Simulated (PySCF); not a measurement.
Bonds (- single, = double, # triple, : aromatic): C1:C2, C2:C3, C3:C4, C4-C5, C5:C6, C6:C7, C7:C8, C8:C9, C9:N10, C4:N11, N11:C12, C12:C1, N10:C5. C1 carries H13; C2 carries H14; C3 carries H15; C6 carries H16; C7 carries H17; C8 carries H18; C9 carries H19; C12 carries H20.

Geometry: PBE0-D3(BJ)/def2-SVP; GIAO absolute shieldings from PySCF 2.14.0 with density-fitted response routines, gas phase, non-relativistic, averaged over equivalent atoms.

At PBE0/pcSseg-1 (244 basis functions):
```json
{"atoms": "C4/C5", "σ (ppm)": "24.3"}
{"atoms": "C9/C12", "σ (ppm)": "30.2"}
{"atoms": "C2/C7", "σ (ppm)": "42.3"}
{"atoms": "C1/C8", "σ (ppm)": "55.5"}
{"atoms": "C3/C6", "σ (ppm)": "58.0"}
{"atoms": "N10/N11", "σ (ppm)": "-78.6"}
{"atoms": "H15/H16", "σ (ppm)": "22.16"}
{"atoms": "H19/H20", "σ (ppm)": "22.47"}
{"atoms": "H14/H17", "σ (ppm)": "23.38"}
{"atoms": "H13/H18", "σ (ppm)": "24.04"}
```

**Question.** Predict the values at wB97X-D/pcSseg-2 on the same geometry.

**Answer.** 
| atoms | σ at wB97X-D/pcSseg-2 | change |
| --- | --- | --- |
| C4/C5 | 15.8 | -8.5 |
| C9/C12 | 23.9 | -6.3 |
| C2/C7 | 36.0 | -6.3 |
| C1/C8 | 50.4 | -5.1 |
| C3/C6 | 53.0 | -5.0 |
| N10/N11 | -87.4 | -8.8 |
| H15/H16 | 22.04 | -0.12 |
| H19/H20 | 22.44 | -0.03 |
| H14/H17 | 23.35 | -0.03 |
| H13/H18 | 23.93 | -0.11 |

The largest change is at N10/N11 (pyridine-type ring nitrogen). Cost: 544 basis functions. The order of the carbon signals is the same at both levels.
